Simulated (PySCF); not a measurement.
# `C#C[Si@]1(C)C[C@@H](C(=O)O)C1`: 4 charge schemes on one density

C7H10O2Si.
Structure used (GFN2-xTB), in Å, numbered top down from 1:
```xyz
20
C7H10O2Si angstrom
C      2.9977   -0.7129   -2.3028
C      2.2385   -0.2956   -1.4688
Si     1.0681    0.3317   -0.1740
C      1.9517    1.4547    1.0701
C     -0.1035   -1.0490    0.4563
C     -1.2475   -0.5091   -0.4410
C     -2.5180   -0.3726    0.3426
O     -2.7514    0.4794    1.1604
O     -3.3945   -1.3507    0.0627
C     -0.6396    0.8404   -0.8729
H      3.6603   -1.0780   -3.0345
H      2.4001    2.3053    0.5672
H      2.7453    0.9173    1.5791
H      1.2632    1.8313    1.8201
H      0.1436   -2.0877    0.2564
H     -0.3547   -0.9635    1.5118
H     -1.4227   -1.1718   -1.2881
H     -4.1916   -1.2574    0.6081
H     -1.1085    1.6590   -0.3297
H     -0.7416    1.0400   -1.9359
```

Density: PBE0/pcSseg-1 (PySCF); schemes: Mulliken, IAO, Hirshfeld and ESP-fitted. The structure is a single GFN2-xTB conformer in the gas phase; no vibrational or solvent corrections.

Problem. Give the atomic charges in each scheme.

Solution. In e:

```json
{"atom": "C1", "environment": "terminal alkyne carbon", "Mulliken": "-0.215", "IAO": "-0.191", "Hirshfeld": "-0.088", "ESP-fitted": "-0.269"}
{"atom": "C2", "environment": "alkyne carbon", "Mulliken": "-0.172", "IAO": "-0.326", "Hirshfeld": "-0.157", "ESP-fitted": "-0.328"}
{"atom": "Si3", "environment": "four-coordinate silicon", "Mulliken": "+1.039", "IAO": "+1.061", "Hirshfeld": "+0.428", "ESP-fitted": "+0.976"}
{"atom": "C4", "environment": "Si-methyl carbon", "Mulliken": "-0.621", "IAO": "-0.719", "Hirshfeld": "-0.206", "ESP-fitted": "-0.834"}
{"atom": "C5", "environment": "sp3 carbon bound to silicon", "Mulliken": "-0.474", "IAO": "-0.543", "Hirshfeld": "-0.162", "ESP-fitted": "-0.655"}
{"atom": "C6", "environment": "sp3 carbon next to a carbonyl", "Mulliken": "-0.311", "IAO": "-0.153", "Hirshfeld": "-0.035", "ESP-fitted": "+0.343"}
{"atom": "C7", "environment": "carboxylic acid carbon", "Mulliken": "+0.497", "IAO": "+0.535", "Hirshfeld": "+0.217", "ESP-fitted": "+0.602"}
{"atom": "O8", "environment": "acid carbonyl oxygen", "Mulliken": "-0.414", "IAO": "-0.479", "Hirshfeld": "-0.275", "ESP-fitted": "-0.540"}
{"atom": "O9", "environment": "acid hydroxyl oxygen", "Mulliken": "-0.364", "IAO": "-0.481", "Hirshfeld": "-0.176", "ESP-fitted": "-0.651"}
{"atom": "C10", "environment": "sp3 carbon bound to silicon", "Mulliken": "-0.462", "IAO": "-0.549", "Hirshfeld": "-0.167", "ESP-fitted": "-0.680"}
{"atom": "H11", "environment": "alkyne hydrogen", "Mulliken": "+0.062", "IAO": "+0.203", "Hirshfeld": "+0.097", "ESP-fitted": "+0.285"}
{"atom": "H12", "environment": "methyl hydrogen", "Mulliken": "+0.148", "IAO": "+0.165", "Hirshfeld": "+0.048", "ESP-fitted": "+0.211"}
{"atom": "H13", "environment": "methyl hydrogen", "Mulliken": "+0.148", "IAO": "+0.164", "Hirshfeld": "+0.048", "ESP-fitted": "+0.205"}
{"atom": "H14", "environment": "methyl hydrogen", "Mulliken": "+0.150", "IAO": "+0.166", "Hirshfeld": "+0.051", "ESP-fitted": "+0.205"}
{"atom": "H15", "environment": "methylene hydrogen", "Mulliken": "+0.151", "IAO": "+0.154", "Hirshfeld": "+0.038", "ESP-fitted": "+0.145"}
{"atom": "H16", "environment": "methylene hydrogen", "Mulliken": "+0.148", "IAO": "+0.153", "Hirshfeld": "+0.037", "ESP-fitted": "+0.173"}
{"atom": "H17", "environment": "methine hydrogen", "Mulliken": "+0.143", "IAO": "+0.158", "Hirshfeld": "+0.045", "ESP-fitted": "+0.034"}
{"atom": "H18", "environment": "acid proton", "Mulliken": "+0.239", "IAO": "+0.369", "Hirshfeld": "+0.185", "ESP-fitted": "+0.461"}
{"atom": "H19", "environment": "methylene hydrogen", "Mulliken": "+0.158", "IAO": "+0.162", "Hirshfeld": "+0.035", "ESP-fitted": "+0.174"}
{"atom": "H20", "environment": "methylene hydrogen", "Mulliken": "+0.148", "IAO": "+0.151", "Hirshfeld": "+0.037", "ESP-fitted": "+0.145"}
```

Mean size of the charges over all atoms: ESP-fitted 0.396 e, IAO 0.344 e, Mulliken 0.303 e, Hirshfeld 0.127 e. Each set sums to the total charge, 0, to within 0.001 e. The IAO scheme projects the occupied orbitals on a minimal set of polarised atomic orbitals and counts the electrons in each atom's part of it. The Mulliken scheme gives each basis function's population to the atom it is centred on and halves the overlap population of two atoms between them.

Lowest charge. The schemes don't all agree: Mulliken C4 (-0.621); IAO C4 (-0.719); Hirshfeld O8 (-0.275); ESP-fitted C4 (-0.834).

Highest charge. All schemes agree: Mulliken Si3 (+1.039); IAO Si3 (+1.061); Hirshfeld Si3 (+0.428); ESP-fitted Si3 (+0.976).

Problem. How many electrons does the Hirshfeld scheme count on C5?

Solution. Z − q = 6 − (-0.162) = 6.162.

Problem. How closely do the schemes follow one another over all atoms?

Solution. Correlation coefficient and root-mean-square difference: Mulliken with IAO 0.99, 0.080 e; IAO with Hirshfeld 0.98, 0.264 e; IAO with ESP-fitted 0.96, 0.137 e; Mulliken with Hirshfeld 0.95, 0.229 e; Hirshfeld with ESP-fitted 0.94, 0.324 e; Mulliken with ESP-fitted 0.91, 0.202 e.

The run behind these numbers computed NMR shieldings as well. Time: 2.8 min wall, 2.3 min CPU; peak memory 1.0 GiB. Hardware: one thread, Intel Xeon at 2.50 GHz (x86_64), no GPU, on a shared host.
